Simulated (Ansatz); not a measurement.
Computed with Ansatz on PBE0-D4/def2-TZVP structures; ΔE is electronic, products minus reactants. CCSD(T)/CBS is the MP2 limit (def2-TZVPP, def2-QZVPP) plus CCSD(T) − MP2 in def2-TZVPP, frozen cores. This one scheme is used for every species. Functionals use def2-TZVPP. B3LYP here is the variant with VWN-RPA as its local correlation; programs differ in this. For Ge outer-core shells are correlated without core-valence functions, which leaves a few kJ/mol of doubt a bond. Scalar relativity is left out up to krypton. One conformer a species, not always the lowest.

Reaction (cleavage of the Ge–Si bond): `Cl[Si](Cl)(Cl)[GeH3]` + `OC(O)O` → `OC(O)[O][GeH3]` + trichlorosilane

`Cl[Si](Cl)(Cl)[GeH3]`:

```xyz
8

Cl    2.118    0.281    1.553
Si    0.147    0.004    1.089
Cl   -0.457   -1.768    1.907
Cl   -0.929    1.507    1.959
Ge   -0.170   -0.005   -1.261
H     0.655   -1.147   -1.865
H    -1.661   -0.214   -1.556
H     0.297    1.342   -1.827
```

`OC(O)O`:

```xyz
8

O    -0.631    0.297    1.208
C     0.245   -0.037    0.202
O     0.640    1.110   -0.464
O    -0.324   -0.876   -0.765
H    -1.298    0.877    0.818
H     1.088   -0.535    0.699
H     0.867    0.857   -1.364
H    -0.587   -1.694   -0.333
```

`OC(O)[O][GeH3]`:

```xyz
11

O    -0.673    1.237   -0.149
C    -0.492    0.049   -0.881
O    -0.260    0.293   -2.218
O     0.578   -0.604   -0.325
Ge    0.727   -0.661    1.468
H    -1.439    1.696   -0.507
H    -1.408   -0.560   -0.847
H     0.621    0.682   -2.281
H     1.721   -1.809    1.679
H     1.278    0.664    2.003
H    -0.654   -0.986    2.060
```

`Cl[SiH](Cl)Cl`:

```xyz
5

Cl    0.132   -1.780   -0.892
Si    0.002   -0.020    0.110
Cl    1.574    1.163   -0.390
Cl   -1.732    0.914   -0.384
H     0.024   -0.277    1.556
```

Is it downhill or uphill in electronic energy at CCSD(T)/CBS, and by how much? (Estimate.)

The calculation gave: Downhill: ΔE = -8.6 kJ/mol.

What do these levels give: PBE-D4, B3LYP-D4, ωB97X-V, ωB97M-V, B2PLYP, PBE, PBE0, HF/def2-TZVPP, MP2/def2-TZVPP, CCSD(T)/def2-TZVPP, HF/CBS(def2), MP2/CBS(def2)? (Best estimate.)

The calculation gave: PBE-D4 8.7, B3LYP-D4 -6.2, ωB97X-V -12.6, ωB97M-V -10.4, B2PLYP -14.6, PBE 6.2, PBE0 2.5, HF/def2-TZVPP -32.2, MP2/def2-TZVPP -15.9, CCSD(T)/def2-TZVPP -14.3, HF/CBS(def2) -33.8, MP2/CBS(def2) -10.2 kJ/mol.

Largest T1 diagnostic among the species: 0.012.

The D4 term adds +4.3 kJ/mol with B3LYP and +2.5 kJ/mol with PBE0; it sums over pairs of atoms, weighted by their polarisabilities, and B3LYP, whose exchange is more repulsive, gets the larger term. From PBE to PBE0 (25 % exact exchange), in def2-TZVPP and without D4, ΔE moves by −3.7 kJ/mol.
